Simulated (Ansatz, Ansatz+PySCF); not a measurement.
```
atom    x (Å)    y (Å)    z (Å)
   O  -0.0938   1.1299   0.0877
   C   0.0074  -0.0005   0.0194
   O   0.1086  -1.1309  -0.0490
```

Basis set: def2-SVP (spherical functions). Correlated methods keep 3 orbitals frozen. Charge 0, multiplicity 3.

Computed with Ansatz (development build ahead of 0.2.0); each method stands on the lowest determinant of its kind that the runs found.

**Question.** Give the atomization energy at this shape (free ground-state atoms in the same class of orbitals less the molecule, no zero-point energy) of triplet CO₂ by PBE0 (unrestricted), UHF-CCSD(T), UHF, ROHF.

**Answer.**

| method | atomization energy |
| --- | --- |
| PBE0 (unrestricted) | 8.78 eV |
| UHF-CCSD(T) | 7.04 eV |
| UHF | 2.95 eV |
| ROHF | 3.06 eV |

Caution: another spin multiplicity may lie lower.
